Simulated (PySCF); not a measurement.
# Electron correlation in Cl (chlorine, neutral)

[Ne] 3s2 3p5, 2P determinant. Computed with PySCF 2.14 in aug-cc-pwCVTZ (8s7p5d3f, 75 functions), with no relativity, point nucleus. Frozen: 1s2; 15 electrons correlated.

```json
{"level": "CCSD", "correlation energy (mhartree)": "-459.33"}
{"level": "(T)", "correlation energy (mhartree)": "-8.98"}
{"level": "CCSD(T)", "correlation energy (mhartree)": "-468.31"}
```

Diagnostics: T1 = 0.0058, D1 = 0.0264, largest double amplitude 0.035.

Cost of the coupled-cluster step: of the order of 50 core-seconds, for 15 correlated electrons.
